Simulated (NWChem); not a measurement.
ammonia borane (BNH₆); SMILES [BH3-][NH3+]

Program: NWChem. Structure relaxed at the PBE0/def2-SVP level. Level TPSS/def2-SVP: single points from the atomic guess with DIIS by default; each run changes one setting, and all converged runs end within 0.3 mHa of each other.

**Question.** Which setting needs the most SCF iterations, or fails (DIIS on 3 Fock matrices; defaults; occupation smearing of 0.005 Ha; no level shifting; core-Hamiltonian guess)?

**Answer.** core-Hamiltonian guess, with 12 against 7 for the defaults.
```
setting                          SCF iterations
-------------------------------  --------------
defaults                                      7
DIIS on 3 Fock matrices                       7
occupation smearing of 0.005 Ha               7
core-Hamiltonian guess                       12
no level shifting                             7
```
